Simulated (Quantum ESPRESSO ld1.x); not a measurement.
Question: The silicon ion Si13+, 1 electrons, occupied as 1s1 (the NIST ground configuration). Method: non-relativistic Kohn-Sham, LDA (Slater exchange, Perdew-Zunger correlation), spin-polarised, spherical densities, point nucleus; open shells are filled with parallel spins first; computed with ld1.x of Quantum ESPRESSO 7.5. Some entries of the table are withheld. Estimate them.

orbital,occ.,eigenvalue (hartree),<1/r> (bohr^-1)
1s up,1,-94.3271,(1)
1s down,0,-89.7035,(2)
2s up,0,-22.3242,3.407
2p up,0,-22.0786,(3)
2s down,0,-21.7651,3.332
2p down,0,-21.3786,(4)

Answer: 
(1) 1s up <1/r> (bohr^-1): 13.96
(2) 1s down <1/r> (bohr^-1): 13.69
(3) 2p up <1/r> (bohr^-1): 3.406
(4) 2p down <1/r> (bohr^-1): 3.288
